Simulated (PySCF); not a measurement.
**Two-component Hartree-Fock for In (indium, neutral)**

Start: [Kr] 4d10 5s2 5p1; 5p3/2 filled at m_j = +3/2. Calculated with PySCF 2.14 in x2c-TZVPall-2c with one added diffuse shell each of s, p, d, f type (9s10p6d3f, 90 functions): generalised Hartree-Fock with the X2C-1e Hamiltonian and a Gaussian nucleus; one run each with spin-orbit coupling (SO) screened by Boettger's factors, then bare. This is a chosen level, not necessarily the ground level.

```json
{"spinor shell": "1s1/2", "electrons": "2", "ε, screened SO (eV)": "-28079.3", "ε, bare SO (eV)": "-28079.1", "weight of nominal j (bare SO)": "1.000", "rms radius, bare SO (bohr)": "0.0340"}
{"spinor shell": "2s1/2", "electrons": "2", "ε, screened SO (eV)": "-4294.9", "ε, bare SO (eV)": "-4294.9", "weight of nominal j (bare SO)": "1.000", "rms radius, bare SO (bohr)": "0.139"}
{"spinor shell": "2p1/2", "electrons": "2", "ε, screened SO (eV)": "-3994.7", "ε, bare SO (eV)": "-4001.4", "weight of nominal j (bare SO)": "1.000", "rms radius, bare SO (bohr)": "0.120"}
{"spinor shell": "3s1/2", "electrons": "2", "ε, screened SO (eV)": "-854.10", "ε, bare SO (eV)": "-854.09", "weight of nominal j (bare SO)": "1.000", "rms radius, bare SO (bohr)": "0.371"}
{"spinor shell": "3p1/2", "electrons": "2", "ε, screened SO (eV)": "-731.48", "ε, bare SO (eV)": "-732.73", "weight of nominal j (bare SO)": "1.000", "rms radius, bare SO (bohr)": "0.364"}
{"spinor shell": "3p3/2", "electrons": "4", "ε, screened SO (eV)": "-691.68", "ε, bare SO (eV)": "-691.16", "weight of nominal j (bare SO)": "1.000", "rms radius, bare SO (bohr)": "0.376"}
{"spinor shell": "3d3/2", "electrons": "4", "ε, screened SO (eV)": "-476.58", "ε, bare SO (eV)": "-477.82", "weight of nominal j (bare SO)": "1.000", "rms radius, bare SO (bohr)": "0.350"}
{"spinor shell": "3d5/2", "electrons": "6", "ε, screened SO (eV)": "-468.61", "ε, bare SO (eV)": "-467.80", "weight of nominal j (bare SO)": "1.000", "rms radius, bare SO (bohr)": "0.354"}
{"spinor shell": "4s1/2", "electrons": "2", "ε, screened SO (eV)": "-144.44", "ε, bare SO (eV)": "-144.44", "weight of nominal j (bare SO)": "1.000", "rms radius, bare SO (bohr)": "0.907"}
{"spinor shell": "4p1/2", "electrons": "2", "ε, screened SO (eV)": "-102.23", "ε, bare SO (eV)": "-102.46", "weight of nominal j (bare SO)": "1.000", "rms radius, bare SO (bohr)": "0.970"}
{"spinor shell": "4p3/2", "electrons": "4", "ε, screened SO (eV)": "-95.235", "ε, bare SO (eV)": "-95.141", "weight of nominal j (bare SO)": "1.000", "rms radius, bare SO (bohr)": "1.00"}
{"spinor shell": "4d3/2", "electrons": "4", "ε, screened SO (eV)": "-28.189", "ε, bare SO (eV)": "-28.345", "weight of nominal j (bare SO)": "0.998", "rms radius, bare SO (bohr)": "1.26"}
{"spinor shell": "4d5/2", "electrons": "6", "ε, screened SO (eV)": "-27.242", "ε, bare SO (eV)": "-27.147", "weight of nominal j (bare SO)": "0.999", "rms radius, bare SO (bohr)": "1.29"}
{"spinor shell": "5s1/2", "electrons": "2", "ε, screened SO (eV)": "-10.865", "ε, bare SO (eV)": "-10.867", "weight of nominal j (bare SO)": "0.999", "rms radius, bare SO (bohr)": "2.92"}
{"spinor shell": "5p3/2", "electrons": "1", "ε, screened SO (eV)": "-5.262", "ε, bare SO (eV)": "-5.259", "weight of nominal j (bare SO)": "1.000", "rms radius, bare SO (bohr)": "4.13"}
```

Q: Where does 2p3/2 lie, and what is the 2p spin-orbit splitting (bare SO)?

A: At -3778.8 eV, 222.59 eV above 2p1/2.

| quantity | screened SO | bare SO |
| --- | --- | --- |
| E (hartree) | -5878.90046 | -5879.01985 |
| M_J | 3/2 | 3/2 |
| ⟨J²⟩ | 3.764 | 3.764 |
| ⟨L²⟩ | 2.026 | 2.029 |
| ⟨S²⟩ | 0.771 | 0.773 |

Each row is a mean over spinors that exchange with the open shell spreads, by up to 1.428 eV (5s1/2).

Breit and QED terms are absent; they matter most for the inner s and p1/2 levels.

Densities and radii are taken from the X2C orbitals without a picture-change correction, which distorts them close to the nucleus.
